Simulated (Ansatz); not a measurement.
Computed with Ansatz on PBE0-D4/def2-TZVP structures; ΔE is electronic, products minus reactants. CCSD(T)/CBS is the MP2 limit (def2-TZVPP, def2-QZVPP) plus CCSD(T) − MP2 in def2-TZVPP, frozen cores. This one scheme is used for every species. Functionals use def2-TZVPP. B3LYP here is the variant with VWN-RPA as its local correlation; programs differ in this. HSE06 is defined as in plane-wave codes. Elements past krypton have def2 core potentials. For W outer-core shells are correlated without core-valence functions, which leaves a few kJ/mol of doubt a bond. Each species was taken in one conformer, which may not be the lowest.

Reaction (formal hydrolysis of a W–Cl bond): `[O]=[W]([F])(=[S])[Cl]` + H₂O → `[O]=[W]([OH])([F])=[S]` + HCl

`[O]=[W]([F])(=[S])[Cl]`:

Cartesian coordinates in Å:
```
O -1.171 0.080 -1.289
W -0.069 0.069 -0.010
F -0.404 1.509 1.095
S -0.364 -1.732 1.068
Cl 2.009 0.073 -0.864
```

H₂O:

Z-matrix (Å, degrees):
```
O
H 1 0.960
H 1 0.960 2 105.1
```

`[O]=[W]([OH])([F])=[S]`:

```xyz
6

O     1.765   -0.645    0.581
W     0.303    0.151    0.276
O    -0.330   -0.440   -1.375
F     0.588    1.982    0.278
S    -1.087   -0.360    1.803
H    -1.239   -0.688   -1.563
```

HCl:

Z-matrix (Å, degrees):
```
Cl
H 1 1.279
```

```
         level  ΔE (kJ/mol)
       BLYP-D4         15.9
         B3LYP         13.8
         HSE06         19.2
CCSD/CBS(def2)         19.9
```

**Question.** What does CCSD(T)/CBS give? (Estimate.)

**Answer.** Ansatz gave: +23.7 kJ/mol. The listed levels differ from it by -7.8, -9.9, -4.5, -3.8 kJ/mol.

Largest T1 diagnostic among the species: 0.023, so the coupled-cluster value is less sure than usual.

In def2-TZVPP, CCSD(T) changes the Hartree–Fock value by +10.6 kJ/mol (the triples alone add +3.8 kJ/mol) and MP2 by +27.2 kJ/mol. At CCSD(T), def2-SVP lies −12.4 kJ/mol from the extrapolated value and def2-TZVPP −4.8 kJ/mol.
